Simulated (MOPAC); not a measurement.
A run for MOPAC: PM7 on GaH3O2 (SMILES [OH][GaH][OH]), a point of a bond scan (R = 1.238 Å).

```
PM7 1SCF PRECISE CHARGE=0 THREADS=1
GaH3O2

Ga    -0.24404156 1    -0.17751198 1    -0.15122784 1
H     -1.13219276 1    -0.84853640 1    -0.69192631 1
O      0.02041342 1     1.53779605 1    -0.57659188 1
H      0.74228075 1     1.94032686 1    -0.08185129 1
O      0.90232372 1    -0.75596542 1     1.10558427 1
H      0.79534111 1    -1.67580809 1     1.36507609 1
```

Program output:

```
*******************************************************************************
 **                                                                           **
 **                              MOPAC v23.2.5                                **
 **                                                                           **
 *******************************************************************************
 ** MOPAC's Digital Object Identifier: https://doi.org/10.5281/zenodo.6511958 **
 **                                                                           **
 ** Please cite the open-source release paper for use of this MOPAC version:  **
 ** J. E. Moussa and J. J. P. Stewart (2026)                                  **
 ** MOPAC: An open-source semiempirical molecular orbital program             **
 ** J. Open Source Softw., 11(119), 8025, https://doi.org/10.21105/joss.08025 **
 *******************************************************************************

                              PM7 CALCULATION RESULTS

 *******************************************************************************
 *  PM7        - The PM7 Hamiltonian to be used
 *
 *
 *
 *                 CHARGE ON SYSTEM = 0
 *
 *
 *
 *  PRECISE    - TIGHTER CRITERIA TO BE USED
 *  1SCF       - DO 1 SCF AND THEN STOP
 *  THREADS=1  - MULTI-THREADING NOT USED
 *  T=         - A TIME OF 172800.0 SECONDS REQUESTED
 *  DUMP=N     - RESTART FILE WRITTEN EVERY 7200.0 SECONDS REQUESTED
 *******************************************************************************
PM7 1SCF PRECISE CHARGE=0 THREADS=1
 GaH3O2

   ATOM   CHEMICAL          X               Y               Z
  NUMBER   SYMBOL      (ANGSTROMS)     (ANGSTROMS)     (ANGSTROMS)

     1      Ga         -0.24404156  *  -0.17751198  *  -0.15122784  *
     2       H         -1.13219276  *  -0.84853640  *  -0.69192631  *
     3       O          0.02041342  *   1.53779605  *  -0.57659188  *
     4       H          0.74228075  *   1.94032686  *  -0.08185129  *
     5       O          0.90232372  *  -0.75596542  *   1.10558427  *
     6       H          0.79534111  *  -1.67580809  *   1.36507609  *



          CARTESIAN COORDINATES

    NO.       ATOM           X           Y           Z

     1        Ga         -0.2440     -0.1775     -0.1512
     2         H         -1.1322     -0.8485     -0.6919
     3         O          0.0204      1.5378     -0.5766
     4         H          0.7423      1.9403     -0.0819
     5         O          0.9023     -0.7560      1.1056
     6         H          0.7953     -1.6758      1.3651

 General Reference for PM7:
 "Optimization of Parameters for Semiempirical Methods VI: More Modifications to the
 NDDO Approximations and Re-optimization of Parameters", J. J. P. Stewart, J. Mol. Mod., 1:32, 19 (2013)
 https://link.springer.com/article/10.1007/s00894-012-1667-x

           Empirical Formula: H3 O2 Ga  =     6 atoms



      MOLECULAR POINT GROUP   :   Cs


      RHF CALCULATION, NO. OF DOUBLY OCCUPIED LEVELS = 9


 -------------------------------------------------------------------------------
 PM7 1SCF PRECISE CHARGE=0 THREADS=1
 GaH3O2



     1SCF WAS SPECIFIED, SO BFGS WAS NOT USED
     SCF FIELD WAS ACHIEVED


                              PM7 CALCULATION
                                                       MOPAC v23.2.5 Linux




          FINAL HEAT OF FORMATION =        -89.24434 KCAL/MOL =    -373.39831 KJ/MOL


          COSMO AREA              =         88.20 SQUARE ANGSTROMS
          COSMO VOLUME            =         69.82 CUBIC ANGSTROMS

          IONIZATION POTENTIAL    =         11.577323 EV
          HOMO LUMO ENERGIES (EV) =        -11.577  0.704
          NO. OF FILLED LEVELS    =          9
          MOLECULAR WEIGHT        =        104.7575         POINT GROUP:  Cs

          MOLECULAR DIMENSIONS (Angstroms)

            Atom       Atom       Distance
            H     6    H     4     3.89523
            O     5    H     2     2.64715
           Ga     1    O     3     0.00000


          SCF CALCULATIONS        =          1





   ATOM   CHEMICAL          X               Y               Z
  NUMBER   SYMBOL      (ANGSTROMS)     (ANGSTROMS)     (ANGSTROMS)

     1      Ga         -0.24404156  *  -0.17751198  *  -0.15122784  *
     2       H         -1.13219276  *  -0.84853640  *  -0.69192631  *
     3       O          0.02041342  *   1.53779605  *  -0.57659188  *
     4       H          0.74228075  *   1.94032686  *  -0.08185129  *
     5       O          0.90232372  *  -0.75596542  *   1.10558427  *
     6       H          0.79534111  *  -1.67580809  *   1.36507609  *

                             CARTESIAN COORDINATES

   1   Ga       -0.244041560    -0.177511980    -0.151227840
   2    H       -1.132192760    -0.848536400    -0.691926310
   3    O        0.020413420     1.537796050    -0.576591880
   4    H        0.742280750     1.940326860    -0.081851290
   5    O        0.902323720    -0.755965420     1.105584270
   6    H        0.795341110    -1.675808090     1.365076090


           Empirical Formula: H3 O2 Ga  =     6 atoms



      MOLECULAR POINT GROUP   :   Cs


                  EIGENVALUES
 -28.42656 -27.31906 -20.19602 -16.35538 -15.48851 -12.46204 -12.19018 -12.17979
 -11.57732   0.70357   1.84773   2.46386   4.13881   6.01103   6.54354


              NET ATOMIC CHARGES AND DIPOLE CONTRIBUTIONS

  ATOM NO.   TYPE          CHARGE      No. of ELECS.   s-Pop       p-Pop
    1         Ga           0.797711        2.2023     1.09467     1.10762
    2          H           0.082594        0.9174     0.91741
    3          O          -0.764299        6.7643     1.80519     4.95911
    4          H           0.349179        0.6508     0.65082
    5          O          -0.816415        6.8164     1.79495     5.02147
    6          H           0.351230        0.6488     0.64877
 DIPOLE           X         Y         Z       TOTAL
 POINT-CHG.    -2.411    -3.271    -0.907     4.163
 HYBRID         0.990     0.518     0.691     1.314
 SUM           -1.421    -2.753    -0.216     3.105


          ATOMIC ORBITAL ELECTRON POPULATIONS

     Atom    s        px        py        pz
    1 Ga   1.09467   0.37593   0.43945   0.29223
    2  H   0.91741
    3  O   1.80519   1.64489   1.56488   1.74934
    4  H   0.65082
    5  O   1.79495   1.79285   1.46776   1.76086
    6  H   0.64877

 **********************
 *                    *
 * JOB ENDED NORMALLY *
 *                    *
 **********************




 == MOPAC DONE ==
```

The run finished.

Cost: roughly 0.020 core-seconds.
